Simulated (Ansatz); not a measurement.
`C[O][Sn]([SH])([Cl])[Cl]` and `C[O][Sn]([CH3])([SH])[Cl]` differ in one atom or group.

Ansatz, PBE0-D4/def2-TZVP geometries, multiplicity 1. Each molecule was computed in one conformer, which needn't be the lowest.

Elements past krypton have def2 core potentials.

```json
{"property": "HOMO–LUMO gap (B3LYP/def2-TZVPP) / eV", "`C[O][Sn]([SH])([Cl])[Cl]`": "5.30"}
{"property": "HOMO energy (B3LYP/def2-TZVPP) / eV", "`C[O][Sn]([SH])([Cl])[Cl]`": "-8.00"}
{"property": "size of the dipole moment (B3LYP/def2-TZVPP) / D", "`C[O][Sn]([SH])([Cl])[Cl]`": "1.59"}
{"property": "size of the dipole moment (PBE/def2-TZVPP) / D", "`C[O][Sn]([SH])([Cl])[Cl]`": "1.65"}
{"property": "HOMO energy (PBE/def2-TZVPP) / eV", "`C[O][Sn]([SH])([Cl])[Cl]`": "-6.86"}
{"property": "LUMO energy (B3LYP/def2-TZVPP) / eV", "`C[O][Sn]([SH])([Cl])[Cl]`": "-2.69"}
```

Problem. Give the same properties after the change, and the shifts. (An estimate is asked.)

Solution. Ansatz gave: 
| property | `C[O][Sn]([CH3])([SH])[Cl]` | shift |
| --- | --- | --- |
| HOMO–LUMO gap (B3LYP/def2-TZVPP) / eV | 5.95 | 0.65 |
| HOMO energy (B3LYP/def2-TZVPP) / eV | -7.47 | 0.53 |
| size of the dipole moment (B3LYP/def2-TZVPP) / D | 2.59 | 1.00 |
| size of the dipole moment (PBE/def2-TZVPP) / D | 2.59 | 0.94 |
| HOMO energy (PBE/def2-TZVPP) / eV | -6.36 | 0.50 |
| LUMO energy (B3LYP/def2-TZVPP) / eV | -1.52 | 1.17 |

With PBE0 the HOMO rises by 0.54 eV and the LUMO rises by 1.19 eV, so the gap widens by about 0.65 eV. PBE moves the HOMO by 0.50 eV and ωB97M-V by 0.54 eV. Dipoles are sizes alone; their direction can turn.

B3LYP here is the variant with VWN-RPA as its local correlation; programs differ in this.
